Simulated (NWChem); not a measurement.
# SrHOCl; SMILES [OH][Sr][Cl]

```xyz
4

Sr    -0.2416     0.4000     0.0000
Cl     0.2127    -2.2025     0.0003
O      0.5667     2.3782     0.0031
H      1.0293     3.2165    -0.0300
```
Atoms are numbered in this order, from 1.

Coordinates come from a PBE0/def2-SVP optimisation. def2 effective core potentials on Sr; no spin-orbit coupling.

Question: List the 4 lowest vertical singlet excitations and the 4 lowest triplet ones from LRC-wPBEh/def2-SVP with def2 effective core potentials on Sr, full TDDFT (NWChem).

Answer: 
```tsv
state	energy (eV)	oscillator strength	leading excitation (squared amplitude)
S1	4.71	0.041	HOMO → LUMO (0.29)
S2	4.71	0.045	HOMO → LUMO (0.32)
S3	4.98	0.028	HOMO−1 → LUMO (0.52)
S4	5.02	0.015	HOMO−3 → LUMO (0.60)
T1	4.60	spin-forbidden	HOMO → LUMO (0.57)
T2	4.61	spin-forbidden	HOMO−2 → LUMO (0.41)
T3	4.89	spin-forbidden	HOMO−1 → LUMO (0.49)
T4	4.93	spin-forbidden	HOMO−3 → LUMO (0.59)
```
